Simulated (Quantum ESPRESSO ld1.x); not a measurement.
Q: The mean radii <r> (bohr) of the occupied orbitals of an atom or ion are listed with their occupations. Calculated with ld1.x of Quantum ESPRESSO 7.5: Dirac Kohn-Sham, exchange-only LDA, spin-unpolarised, spherical densities, point nucleus.

orbital  occ.      <r>
1s1/2       2  0.02365
2s1/2       2   0.1005
2p1/2       2  0.08425
2p3/2       4  0.09066
3s1/2       2   0.2663
3p1/2       2   0.2559
3p3/2       4   0.2683
3d3/2       4   0.2396
3d5/2       6   0.2435
4s1/2       2   0.6079
4p1/2       2   0.6242
4p3/2       4   0.6529
4d3/2       4   0.7022
4d5/2       6   0.7124
5s1/2       1    1.454
5p1/2       2    1.629
5p3/2       4    1.714
4f5/2       4    1.040
6s1/2       2    3.791
5f5/2       1    19.24

Name the element and its charge. Open shells, if any, fill j = l - 1/2 first.

A: Z = 60, neodymium, charge 0: Nd in [Kr] 4d10 4f4 5s1 5p6 6s2 5f1. The 1s radius gives Z: for a bare nucleus <r> = (2 gamma + 1)/(2Z) with gamma = sqrt(1 - (Z/c)^2), 0.02332 bohr for Z = 60, and screening makes it slightly larger (0.02365 here). The occupations add up to 60, and the charge is Z minus that.
